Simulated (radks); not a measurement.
All-electron atom: Hg20+ in [Kr] 4d10 4f13 5s1 (the NIST ground configuration). Method: scalar-relativistic Kohn-Sham, PBE, spin-polarised, spherical densities, finite nucleus; open shells are filled with parallel spins first (spin-orbit coupling, left out, can overturn this in heavy ions); Fermi nuclear charge, rms radius 5.4648 fm; computed with a radial shooting solver on a logarithmic mesh with Libxc functionals. Some entries of the table are withheld. Estimate them.

| orbital | occ. | eigenvalue (hartree) | r(max) (bohr) | <r^2> (bohr^2) |
|---|---|---|---|---|
| 1s up | 1 | -3073.694 | 0.01023 | 0.0003809 |
| 1s down | 1 | -3073.684 | 0.01023 | 0.0003809 |
| 2s up | 1 | -559.7844 | 0.05915 | 0.005795 |
| 2s down | 1 | -559.7772 | 0.05915 | 0.005795 |
| 2p up | 3 | -485.4238 | 0.04905 | 0.004895 |
| 2p down | 3 | -485.4169 | 0.04905 | 0.004895 |
| 3s up | 1 | -146.4445 | 0.1667 | 0.03729 |
| 3s down | 1 | -146.4065 | 0.1667 | 0.03728 |
| 3p up | 3 | -124.9387 | 0.1662 | 0.03840 |
| 3p down | 3 | -124.9000 | 0.1662 | 0.03838 |
| 3d up | 5 | -102.3019 | 0.1354 | 0.03178 |
| 3d down | 5 | -102.2710 | 0.1353 | 0.03176 |
| 4s up | 1 | -45.73037 | 0.3745 | 0.1771 |
| 4s down | 1 | -45.66519 | 0.3745 | 0.1771 |
| 4p up | 3 | -38.60883 | 0.3938 | 0.2008 |
| 4p down | 3 | -38.54338 | 0.3939 | 0.2006 |
| 4d up | 5 | -30.15608 | (1) | (2) |
| 4d down | 5 | -30.08746 | (3) | (4) |
| 4f up | 7 | (5) | 0.3582 | 0.2377 |
| 4f down | 6 | (6) | 0.3582 | 0.2371 |
| 5s up | 1 | -19.89590 | 0.7765 | 0.7121 |
| 5s down | 0 | -19.78751 | 0.7767 | 0.7130 |

Answer. 
(1) 4d up r(max) (bohr): 0.3993
(2) 4d up <r^2> (bohr^2): 0.2220
(3) 4d down r(max) (bohr): 0.3993
(4) 4d down <r^2> (bohr^2): 0.2217
(5) 4f up eigenvalue (hartree): -20.75885
(6) 4f down eigenvalue (hartree): -20.68321
